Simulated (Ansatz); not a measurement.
`F[Si](F)(F)S` + `CB[SiH2]O` → `F[SiH](F)S` + `CB(F)[SiH2]O`  (redistribution)

Isolated molecules relaxed with PBE0-D4/def2-TZVP in Ansatz; ΔE leaves out vibrations. CCSD(T)/CBS adds triple-zeta CCSD(T) − MP2 to the extrapolated MP2 energy (def2 sets, frozen cores). DFT in def2-TZVPP. B3LYP here is the variant with VWN-RPA as its local correlation; programs differ in this. One conformer a species, not always the lowest.

```
             level  ΔE (kJ/mol)  difference from CCSD(T)/CBS
            PBE-D4         -4.7                        -13.3
         r2SCAN-D4          6.0                         -2.6
           PBE0-D4          1.1                         -7.5
          B3LYP-D4          1.1                         -7.5
           ωB97X-V          2.3                         -6.3
           ωB97M-V          3.7                         -4.9
            B2PLYP          2.9                         -5.7
               PBE         -5.6                        -14.2
            r2SCAN          5.8                         -2.8
              PBE0          0.4                         -8.2
             B3LYP         -0.5                         -9.1
     HF/def2-TZVPP         10.2                          1.6
    MP2/def2-TZVPP          7.5                         -1.1
SCS-MP2/def2-TZVPP          7.0                         -1.6
   CCSD/def2-TZVPP          7.7                         -0.9
CCSD(T)/def2-TZVPP          5.9                         -2.7
     HF/def2-QZVPP         12.5                          3.9
    MP2/def2-QZVPP          9.8                          1.2
SCS-MP2/def2-QZVPP          9.3                          0.7
      HF/CBS(def2)         12.8                          4.2
     MP2/CBS(def2)         10.2                          1.6
    CCSD/CBS(def2)         10.4                          1.8
       CCSD(T)/CBS          8.6                            0
```

Largest T1 diagnostic among the species: 0.013.

From PBE to PBE0 (25 % exact exchange), in def2-TZVPP and without D4, ΔE moves by +6.0 kJ/mol.
